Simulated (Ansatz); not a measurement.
`[OH][Ge]([F])([F])[SH]` + H–F → `[OH][Ge]([F])([F])[F]` + H₂S at 600 K and 1 bar (ligand exchange at a Ge–S bond).

Computed with Ansatz on PBE0-D4/def2-TZVP structures; ΔE is electronic, products minus reactants. CBS: MP2 limit from def2 TZ/QZ plus the TZ coupled-cluster correction, frozen cores. This one scheme is used for every species. For Ge outer-core shells are correlated without core-valence functions, which leaves a few kJ/mol of doubt a bond. Scalar relativity is left out up to krypton. One conformer a species, not always the lowest.

```tsv
species	CCSD(T)/CBS energy (Eh)	H − E (kJ/mol)	S (J/(mol·K))
`[OH][Ge]([F])([F])[SH]`	-2749.98567	132.4	445.4
H–F	-100.39570	42.3	194.0
`[OH][Ge]([F])([F])[F]`	-2451.40975	106.1	412.8
H₂S	-398.97279	60.8	230.9
```

H − E and S are ideal-gas, rigid-rotor, harmonic terms from PBE0-D4/def2-TZVP, for one conformer and one mirror image of each species. 1 Eh = 2625.50 kJ/mol, R = 8.31446 J/(mol·K).

Task: By hand: ΔE, ΔH, ΔS and ΔG.

Result: ΔE = (-2451.40975) + (-398.97279) − (-2749.98567) − (-100.39570) = -0.00117 Eh = -3.1 kJ/mol. Δ(H − E) = 106.1 + 60.8 − 132.4 − 42.3 = -7.8, so ΔH = -10.9 kJ/mol. ΔS = 412.8 + 230.9 − 445.4 − 194.0 = 4.3 J/(mol·K). ΔG = -10.9 − 600 × (4.3)/1000 = -13.5 kJ/mol.

Task: By hand: the equilibrium constant, and the temperature at which ΔG would vanish if ΔH and ΔS stayed fixed.

Result: log₁₀ K = −ΔG/(RT ln 10) = 1.2. ΔH and −TΔS have one sign here, so there is no such temperature. One of them is within its doubt of zero, so this could turn.

The number of gas molecules stays the same, so ΔS is small and ΔH decides. A doubt of 5 kJ/mol in ΔE shifts log₁₀ K by 0.4 here. Other conformers and mirror images would add mixing entropy, several J/(mol·K) or more a flexible species. These are equilibria of isolated gas molecules and say nothing of rates. Largest T1 diagnostic: 0.012 (customary marks: 0.02 for closed shells, 0.045 for open ones).
